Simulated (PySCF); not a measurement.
BrH₃Sn. Atoms are numbered in the order given.

```xyz
5

Sn     0.0000     0.0000    -0.9812
Br     0.0000     0.0000     1.5270
H      1.4164     0.8177    -1.4617
H     -1.4164     0.8177    -1.4617
H      0.0000    -1.6355    -1.4617
```

Geometry: B3LYP-D3(BJ)/def2-TZVP. The def2 effective core potentials stand for the cores of Sn; spin–orbit coupling is left out.

All values below come from TDDFT-LC-ωPBE/def2-SVPD (PySCF).

Vertical excitations; the highest root listed may be one member of a degenerate set. Isolated molecule, no solvent. State labels are in the subgroup Cs.

Task: List the lowest excited states. (Estimate from the structure and the level; the computed values follow.)

Result: 
| state | symmetry | energy (eV) | λ (nm) | f | main pairs |
|---|---|---|---|---|---|
| S1 | A' | 6.03 | 206 | 0.019 | HOMO→LUMO (degenerate set) |
| S2 | A" | 6.03 | 206 | 0.019 | HOMO−1→LUMO (degenerate set) |
| S3 | A' | 7.85 | 158 | 0.000 | HOMO→LUMO+1, HOMO−4→LUMO (degenerate set) |
| S4 | A" | 7.85 | 158 | 0.000 | HOMO−1→LUMO+1, HOMO−3→LUMO (degenerate set) |
| S5 | A' | 8.05 | 154 | 0.407 | HOMO−2→LUMO 66 % |
| S6 | A' | 8.06 | 154 | 0.004 | HOMO−4→LUMO, HOMO→LUMO+1 (degenerate set) |
| S7 | A" | 8.06 | 154 | 0.004 | HOMO−3→LUMO, HOMO−1→LUMO+1 (degenerate set) |
| S8 | A" | 8.33 | 149 | 0.000 | HOMO→LUMO+3 41 %, HOMO−1→LUMO+4 41 % |
| S9 | A' | 8.56 | 145 | 0.006 | HOMO→LUMO+4, HOMO−1→LUMO+3 (degenerate set) |
| S10 | A" | 8.56 | 145 | 0.006 | HOMO−1→LUMO+4, HOMO→LUMO+3 (degenerate set) |
| T1 | A' | 5.54 | 224 | 0 | HOMO→LUMO (degenerate set) |
| T2 | A" | 5.54 | 224 | 0 | HOMO−1→LUMO (degenerate set) |
| T3 | A' | 6.51 | 190 | 0 | HOMO−2→LUMO 81 % |
| T4 | A' | 7.07 | 175 | 0 | HOMO→LUMO+1 26 %, HOMO−4→LUMO 24 %, HOMO−4→LUMO+1 9 %, HOMO−4→LUMO+2 9 % |
Triplets are in the Tamm–Dancoff approximation, which puts them higher than full response would, so one can lie above its singlet here.
